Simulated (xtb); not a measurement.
C5H7F, SMILES [C@H]1(C(=CC1)F)C. All values are semi-empirical tight-binding results from xtb (GFN2-xTB unless named), good for trends rather than for accurate numbers. The structure is a stationary point at GFN2-xTB. The structure was generated by enumeration; whether it is a known compound was not checked.

| Property | Value |
|---|---|
| orbital gap | 5.10 eV |
| dipole moment | 2.27 D |
| zero-point energy | 66.2 kcal/mol |
| G − E(el) at 298.15 K (modified RRHO) | 47.8 kcal/mol |
| static polarisability (D4 model) | 57.7 bohr³ |
| solvation energy, GFN2-xTB/ALPB(water) | -1.7 kcal/mol |
| solvation energy, GFN2-xTB/ALPB(ether) | -4.6 kcal/mol |

Computed IR lines (harmonic; lines under 4 % of the strongest left out, lines within 3 cm⁻¹ merged):
ν (cm⁻¹): 418 (w), 651 (w), 775 (m), 844 (w), 916 (w), 1056 (m), 1099 (m), 1150 (m), 1170 (w), 1209 (m), 1260 (m), 1329 (m), 1730 (vs), 2955 (m), 2998 (m), 3011 (m), 3034 (s), 3040 (m), 3152 (m) (against the strongest line: vs over 80 %, s over 45 %, m over 15 %, w over 4 %, vw less)
